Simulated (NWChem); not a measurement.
System: C3H6BF; SMILES FB1CCC1

NWChem input:

```
start job
memory heap 200 mb stack 900 mb global 1100 mb
geometry units angstroms noautosym nocenter noautoz
  F      0.155332    -1.936488     0.000000
  B     -0.035747    -0.623285    -0.000000
  C     -0.104449     0.455563     1.153671
  C      0.140751     1.494210     0.000000
  C     -0.104449     0.455563    -1.153671
  H      0.621984     0.437091     1.973405
  H     -1.103739     0.560111     1.596400
  H      1.172741     1.858744     0.000000
  H     -0.527908     2.360774    -0.000000
  H      0.621984     0.437091    -1.973405
  H     -1.103739     0.560111    -1.596400
end
basis spherical
  F library 6-31g*
  B library 6-31g*
  C library 6-31g*
  H library 6-31g*
end
dft
  xc b3lyp
  iterations 150
end
property
  shielding 8 1 2 3 4 6 7 8 9
end
task dft property
```

NWChem printed, in part:

```
             Northwest Computational Chemistry Package (NWChem) 7.3.0
             --------------------------------------------------------

                             Geometry "geometry" -> ""
                             -------------------------

 Output coordinates in angstroms (scale by  1.889725989 to convert to a.u.)

  No.       Tag          Charge          X              Y              Z
 ---- ---------------- ---------- -------------- -------------- --------------
    1 F                    9.0000     0.15533200    -1.93648800     0.00000000
    2 B                    5.0000    -0.03574700    -0.62328500     0.00000000
    3 C                    6.0000    -0.10444900     0.45556300     1.15367100
    4 C                    6.0000     0.14075100     1.49421000     0.00000000
    5 C                    6.0000    -0.10444900     0.45556300    -1.15367100
    6 H                    1.0000     0.62198400     0.43709100     1.97340500
    7 H                    1.0000    -1.10373900     0.56011100     1.59640000
    8 H                    1.0000     1.17274100     1.85874400     0.00000000
    9 H                    1.0000    -0.52790800     2.36077400     0.00000000
   10 H                    1.0000     0.62198400     0.43709100    -1.97340500
   11 H                    1.0000    -1.10373900     0.56011100    -1.59640000

 Effective nuclear repulsion energy (a.u.)     158.3323312376

                              NWChem Property Module
                              ----------------------

  itol2e modified to match energy
  convergence criterion.

                                 NWChem DFT Module
                                 -----------------

 Summary of "ao basis" -> "ao basis" (spherical)
 ------------------------------------------------------------------------------
       Tag                 Description            Shells   Functions and Types
 ---------------- ------------------------------  ------  ---------------------
 F                           6-31g*                  6       14   3s2p1d
 B                           6-31g*                  6       14   3s2p1d
 C                           6-31g*                  6       14   3s2p1d
 H                           6-31g*                  2        2   2s

  itol2e modified to match energy
  convergence criterion.

[...]

          -----------------------------------------
          Chemical Shielding Tensors (GIAO, in ppm)
          -----------------------------------------

                                NWChem CPHF Module
                                ------------------

  scftype          =     RHF
  nclosed          =       19
  nopen            =        0
  variables        =     1197
  # of vectors     =        3
  tolerance        = 0.10D-03
  level shift      = 0.00D+00
  max iterations   =       50
  max subspace     =       30

 SCF residual:    1.0941737003594797E-004

Iterative solution of linear equations
  No. of variables     1197
  No. of equations        3
  Maximum subspace       30
        Iterations       50
       Convergence  1.0D-04

   iter   nsub   residual    time
   ----  ------  --------  ---------
     1      3    6.98D-01      52.7
     2      6    4.00D-02      58.3
     3      9    1.25D-03      63.9
     4     12    6.02D-05      69.6

      Atom:    1  F
        Diamagnetic
    465.5490     -3.3828     -0.0000
     -3.3828    488.9249      0.0000
     -0.0000      0.0000    461.8436

        Paramagnetic
    -57.6766     36.4404     -0.0000
     36.4404   -354.2009     -0.0000
     -0.0000     -0.0000   -432.3164

        Total Shielding Tensor
    407.8724     33.0576     -0.0000
     33.0576    134.7240     -0.0000
     -0.0000     -0.0000     29.5271

           isotropic =     190.7078
          anisotropy =     331.6626

          Principal Components and Axis System
                 1           2           3
              411.8162    130.7802     29.5271

      1         0.9930     -0.1185      0.0000
      2         0.1185      0.9930      0.0000
      3        -0.0000     -0.0000      1.0000

      Atom:    2  B
        Diamagnetic
    180.6917     -2.0265      0.0000
     -2.0265    203.3125      0.0000
      0.0000      0.0000    193.5670

        Paramagnetic
    -82.2084      7.5846     -0.0000
      7.5846   -200.9351     -0.0000
     -0.0000     -0.0000   -127.7876

        Total Shielding Tensor
     98.4833      5.5580     -0.0000
      5.5580      2.3775     -0.0000
     -0.0000     -0.0000     65.7794

           isotropic =      55.5467
          anisotropy =      64.8854

          Principal Components and Axis System
                 1           2           3
               98.8037     65.7794      2.0571

      1         0.9983      0.0000     -0.0575
      2         0.0575     -0.0000      0.9983
      3        -0.0000      1.0000      0.0000

      Atom:    3  C
        Diamagnetic
    244.1678      1.1291     -1.0786
      1.1291    251.2056     -2.3834
     -1.0786     -2.3834    254.2381

        Paramagnetic
    -92.5387     13.6008      2.9167
     13.6008    -82.3700     -0.9006
      2.9167     -0.9006    -72.9853

        Total Shielding Tensor
    151.6290     14.7300      1.8380
     14.7300    168.8356     -3.2840
      1.8380     -3.2840    181.2527

           isotropic =     167.2391
          anisotropy =      22.5462

          Principal Components and Axis System
                 1           2           3
              182.2700    176.5461    142.9013

      1        -0.1131      0.4944      0.8618
      2        -0.3512      0.7915     -0.5002
      3         0.9295      0.3592     -0.0841

      Atom:    4  C
        Diamagnetic
    239.9433      1.7265      0.0000
      1.7265    249.9306     -0.0000
      0.0000     -0.0000    250.4665

        Paramagnetic
    -63.4233     -5.7251      0.0000
     -5.7251    -84.1826      0.0000
      0.0000      0.0000    -67.9928

[...]
```

Level: B3LYP/6-31G* (spherical d), GIAO. The geometry was optimised at B3LYP/6-31G* (spherical d). The output numbers the shielded atoms by their place in the input's list. The printed shielding anisotropy is the first printed principal value minus the mean of the other two.
